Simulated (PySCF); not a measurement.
C₃H₈ClFSi, SMILES F[Si@@H](CCC)Cl.

Geometry: PBE-D3(BJ)/def2-SVP. The structure was generated by enumeration; whether it is a known compound was not checked. One conformer was computed; it need not be the lowest.

These are PBE-D3(BJ)/def2-SVP in PySCF values and carry that method's errors.

Frequencies are harmonic and unscaled.

```
mode  ν (cm⁻¹)  IR (km/mol)    moving atoms (share of kinetic energy)
----  --------  -----------  ----------------------------------------
1           55          0.7            H 40 %, C 33 %, F 12 %, Cl 9 %
2           79          0.4                    C 40 %, H 35 %, F 20 %
3           91          1.1          C 37 %, Cl 23 %, H 20 %, Si 15 %
4          204          6.5            F 40 %, C 29 %, Cl 19 %, H 8 %
5          253          0.3                            H 80 %, C 14 %
6          259          1.0            H 36 %, C 35 %, F 15 %, Cl 8 %
7          277          6.3  F 25 %, Cl 25 %, Si 24 %, C 14 %, H 12 %
8          336          8.2                   C 40 %, H 29 %, Si 26 %
9          549         82.1                   Si 49 %, Cl 36 %, H 9 %
10         655         15.6                            H 74 %, C 22 %
11         717         37.8                   H 41 %, C 37 %, Si 20 %
12         755         95.8                           H 80 %, Si 11 %
13         791         68.0                             H 81 %, F 8 %
14         817         25.9                    H 70 %, F 17 %, C 10 %
15         883         52.9           H 44 %, C 28 %, Si 15 %, F 13 %
16         896         93.8           H 35 %, Si 26 %, C 21 %, F 19 %
17         985         26.7                            H 83 %, C 12 %
18        1033         11.1                            C 60 %, H 39 %
19        1060         31.3                            C 59 %, H 41 %
20        1176         12.9                            H 62 %, C 37 %
21        1182          1.6                            H 68 %, C 32 %
22        1275          0.2                             H 92 %, C 8 %
23        1312         12.7                            H 69 %, C 31 %
24        1348          3.1                            H 76 %, C 24 %
25        1372          2.6                            H 90 %, C 10 %
26        1417          0.9                                    H 95 %
27        1419          8.4                                    H 97 %
28        1429          4.2                                    H 93 %
29        2202        110.1                                    H 97 %
30        2960          5.2                                    H 94 %
31        2966         22.3                                    H 97 %
32        2968         24.2                                    H 95 %
33        3003          2.1                             H 91 %, C 9 %
34        3024          8.4                             H 91 %, C 9 %
35        3054         28.0                             H 91 %, C 9 %
36        3061         21.8                             H 91 %, C 9 %
```
